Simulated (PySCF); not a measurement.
C3H12B2N2.
Z-matrix (Å and degrees, PBE0-D3(BJ)/def2-SVP geometry), rows numbered from 1:
```
B 
N   1  1.5947
B   2  1.6042  1   87.67
C   3  1.5860  2  113.12  1   116.78
C   4  1.5076  3  120.03  2   162.65
C   5  1.4951  4   60.33  3  -108.97
N   1  1.5952  2   92.67  3    -0.44
H   1  1.2187  2  111.91  3  -115.31
H   1  1.2190  2  111.82  3   114.34
H   2  1.0155  1  115.54  3  -116.82
H   2  1.0169  1  115.35  3   115.72
H   3  1.2231  2  110.95  1  -112.97
H   4  1.1006  3  116.57  2   -51.86
H   5  1.0944  4  117.82  6   108.17
H   5  1.0940  4  118.78  6  -107.38
H   6  1.0944  4  117.85  5  -108.23
H   6  1.0939  4  118.66  5   107.38
H   7  1.0155  1  115.47  2   117.20
H   7  1.0169  1  115.35  2  -115.41
```

Method: PySCF, TDDFT CAM-B3LYP/def2-SVPD, vertical, gas phase, core orbitals frozen in the response.

| state | λ (nm) | E (eV) | f | \|μ\| (D) | main configurations (H = HOMO, L = LUMO) |
| --- | --- | --- | --- | --- | --- |
| S1 | 171.0 | 7.25 | 0.0047 | 0.41 | H→L (83%) |
| S2 | 164.5 | 7.54 | 0.0039 | 0.37 | H→L+1 (82%) |
| S3 | 163.8 | 7.57 | 0.032 | 1.05 | H-2→L (84%) |
| S4 | 161.0 | 7.70 | 0.0099 | 0.58 | H-1→L (63%), H-1→L+3 (20%) |
| S5 | 160.1 | 7.74 | 0.0028 | 0.31 | H→L+2 (47%), H→L+3 (21%), H-3→L (19%) |
| S6 | 156.6 | 7.92 | 0.0049 | 0.40 | H-3→L (34%), H→L+2 (33%), H-1→L+1 (9%) |
| S7 | 156.2 | 7.94 | 0.0058 | 0.44 | H-2→L+1 (86%) |
| S8 | 155.5 | 7.97 | 0.042 | 1.17 | H-1→L+1 (25%), H→L+3 (20%), H-3→L (17%) |
| S9 | 154.4 | 8.03 | 0.032 | 1.02 | H-1→L+1 (50%), H→L+3 (23%) |
| S10 | 154.0 | 8.05 | 0.0016 | 0.23 | H-1→L+2 (48%), H-1→L+3 (19%), H-1→L (18%) |

Triplets (Tamm–Dancoff): T1 7.04 eV, H→L (71%), H-2→L (9%); T2 7.37 eV, H→L+1 (76%); T3 7.38 eV, H-2→L (73%), H-3→L (10%); T4 7.57 eV, H→L+2 (25%), H-3→L (20%), H→L+3 (17%).

The lowest singlet comes at 171 nm (699 kJ/mol) in the vacuum ultraviolet; it is very weak; its leading configuration is HOMO→LUMO (83%). The most intense listed level is S8 at 7.97 eV (156 nm, f = 0.042), 0.72 eV above S1. Löwdin shares by element: HOMO carbon 51%, boron 11% or more (atoms not listed hold the other 38%); LUMO boron 53%, hydrogen 17% or more (atoms not listed hold the other 30%). Weighted by f, the mean energy of these states is 7.83 eV. Orbital energies (eV): HOMO-3 -9.89, HOMO-2 -9.52, HOMO-1 -9.32, HOMO -9.02, LUMO 0.88, LUMO+1 1.36, LUMO+2 1.59. The oscillator strengths of these states sum to 0.138; summed over the whole spectrum of an exact calculation they would give the number of electrons, 54 (Thomas–Reiche–Kuhn). No computed singlet lies in the visible range (380 to 750 nm); the lowest, at 171 nm, stands 3.99 eV above its violet end (3.26 eV). The vertical ionisation energy (ΔSCF) is 9.72 eV, 1.67 eV above S10. The window holds the lowest 10 singlets.

One conformer stands for the species.

Without π bonds the low states are Rydberg-like; a valence basis with one diffuse set may place them up to an eV too high.
